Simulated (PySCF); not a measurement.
Ionisation energy of Ge+ by level of theory

Ge+ [Ar] 3d10 4s2 4p1 (2P) → Ge(2+) [Ar] 3d10 4s2 (1S), as a difference of total energies. Calculation: PySCF 2.14, in cc-pVTZ-DK; the spin-free X2C one-electron Hamiltonian (Gaussian nucleus). Correlated levels: valence: [Ar] 3d10 frozen. The calculations carry no spin-orbit coupling.

**Question.** Order these methods by the ionisation energy they give, lowest first.
A. SCS-MP2 (valence)
B. CCSD(T) (valence)
C. LDA
D. CCSD (valence)

**Answer.** A (15.470 eV), D (15.555 eV), B (15.576 eV), C (15.890 eV).

Errors of the correlated levels include the incompleteness of this basis and the frozen core.

For comparison: 15.789 eV (measured; NIST levels, between the centres of gravity of the two terms).
